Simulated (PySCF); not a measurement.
## SiSe and its ions

RHF; PySCF, no relativity, basis sets Si def2-TZVPPD, Se def2-TZVPPD. Neutral (RHF): singlet (closed shell), Re = 2.044 Å, ωe = 632 cm⁻¹, De = 3.28 eV, HOMO -10.05 eV, LUMO 0.46 eV.

SiSe⁺ (UHF): doublet (π ↑), Re = 2.194 Å, ωe = 489 cm⁻¹, De = 2.28 eV to Si⁺ + Se. The energies at the minima are -2688.79924 hartree for SiSe and -2688.48156 for SiSe⁺.

Question: Work out the adiabatic ionisation energy, without and with harmonic zero-point energies (1 hartree = 27.2114 eV, 1 eV = 8065.5 cm⁻¹), and the change of the bond length.

Answer: At HF: 0.31768 hartree = 8.645 eV between the minima; the zero-point term (489.0 − 632.0)/2 cm⁻¹ = -0.009 eV makes it 8.636 eV. Re changes by +15.0 pm against the neutral. Minus the HOMO energy is 10.05 eV, +1.41 eV from the value between the minima; Hartree–Fock orbital energies leave out relaxation and correlation. The electron leaves a π orbital, and the longer bond of the ion fits a bonding orbital, or a change in how ionic the bond is.

SiSe⁻ (UHF): doublet (π ↑), Re = 2.172 Å, ωe = 491 cm⁻¹. The energies at the minima are -2688.79924 hartree for SiSe and -2688.81310 for SiSe⁻.

Question: Work out the adiabatic electron affinity, without and with harmonic zero-point energies (1 hartree = 27.2114 eV, 1 eV = 8065.5 cm⁻¹), and the change of the bond length.

Answer: At HF: 0.01386 hartree = 0.377 eV between the minima; the zero-point term (632.0 − 491.0)/2 cm⁻¹ = +0.009 eV makes it 0.386 eV. Re changes by +12.8 pm against the neutral. The electron enters a π orbital, and the longer bond of the ion fits an antibonding orbital, or a change in how ionic the bond is.

Spin–orbit coupling is left out. For an ion De counts to the pair picked by the measured ionisation energies or electron affinities, which need not be the lowest pair at this level. Where the molecule has an RHF reference, its open-shell atoms are computed with UHF. Hartree–Fock leaves out correlation, which carries a large part of most bond energies and some tenths to 1 eV of ionisation energies. States were picked by a PBE0 search and need not be the measured ground states.

Neutral and ion stand on different kinds of reference determinant, which adds to the error of the difference.
